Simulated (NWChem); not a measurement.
## A calculation on H$_{2}$ClGa

SMILES: [Cl][GaH2]
```xyz
4

Ga     0.0000     0.0000     0.7120
H     -1.4237     0.0000     1.3741
H      1.4237     0.0000     1.3741
Cl     0.0000     0.0000    -1.4601
```
Charge 0, spin multiplicity 1.

Everything below was run with NWChem. All single points use one geometry, from PBE/def2-SVP, a minimum by its harmonic frequencies.

Symmetry labels belong to the abelian group C2v used in the runs, with the axes of the coordinates shown.

The Hamiltonian is non-relativistic. The structure started from a generated list of species.

### Question
List the lowest 6 singlet excitations that TD-PBE/def2-SVPD gives, with oscillator strengths.

### Answer
```
state  symmetry  energy (eV)  wavelength (nm)      f
-----  --------  -----------  ---------------  -----
1            a2         4.55              272  0.000
2            a1         5.60              221  0.041
3            a2         5.93              209  0.000
4            b2         6.07              204  0.009
5            b1         6.34              196  0.053
6            b2         6.84              181  0.019
```
